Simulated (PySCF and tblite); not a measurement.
Values are calculated unless marked as measured or tabulated.
## Dynamics report: rotation

System: C5H7FO2, numbered as in [CH3:1][C:2](=[O:3])/[C:4]([F:5])=[C:6](/[CH3:7])[OH:8].

Motion: rotation about the C6–O8 bond (torsion C4–C6–O8–H from 0° to 180°, rising). Geometries: GFN2-xTB; energies: B3LYP/pcSseg-1 + D3(BJ); zero-point and thermal terms from GFN2-xTB harmonic modes (soft modes blended into free rotors). Rate constants are transition-state-theory values, counting equivalent paths, without tunnelling. Run with tblite and PySCF.

```json
{"point": "start", "symmetry": "Cs", "E(GFN2) kcal/mol": "0.0", "E(DFT) kcal/mol": "0.0", "ZPE change kcal/mol": "0.00", "lowest mode cm⁻¹": "38", "dipole D": "1.77"}
{"point": "saddle", "symmetry": "C1", "E(GFN2) kcal/mol": "15.6", "E(DFT) kcal/mol": "18.1", "ZPE change kcal/mol": "-0.69", "lowest mode cm⁻¹": "520i", "dipole D": "2.49"}
{"point": "end", "symmetry": "Cs", "E(GFN2) kcal/mol": "10.9", "E(DFT) kcal/mol": "15.3", "ZPE change kcal/mol": "0.08", "lowest mode cm⁻¹": "66", "dipole D": "4.00"}
```

```json
{
 "Electronic barrier": "18.1 kcal/mol",
 "Barrier with zero-point energy": "17.5 kcal/mol",
 "ΔH‡ (298 K)": "17.5 kcal/mol",
 "ΔS‡ (298 K, symmetry apart)": "0.3 cal/(mol K)",
 "Paths": "2 equivalent paths",
 "End point": "a different minimum",
 "Mean lifetime of the start against this motion at 298 K": "450 ms",
 "Cost": "59 s on 1 thread of INTEL XEON PLATINUM 8581C @ 2.10GHz (shared host) (rough), peak memory 0.84 GiB, launched as `OMP_NUM_THREADS=1 python ens_run.py task.json out`"
}
```

```csv
T/K,ΔG‡ kcal/mol,k s⁻¹,ΔG kcal/mol,k back s⁻¹
150,17.4,2.4×10⁻¹³,15.4,5.7×10⁹
200,17.4,7.5×10⁻⁷,15.3,4.2×10¹⁰
250,17.4,0.0063,15.3,1.4×10¹¹
298,17.4,2.2,15.2,3.1×10¹¹
350,17.4,206,15.1,5.8×10¹¹
400,17.4,5450,15.1,9.1×10¹¹
500,17.3,5.5×10⁵,14.9,1.7×10¹²
```

ΔG and ΔG‡ leave out symmetry numbers and mirror images; rates count paths: 2 out, 2 back.
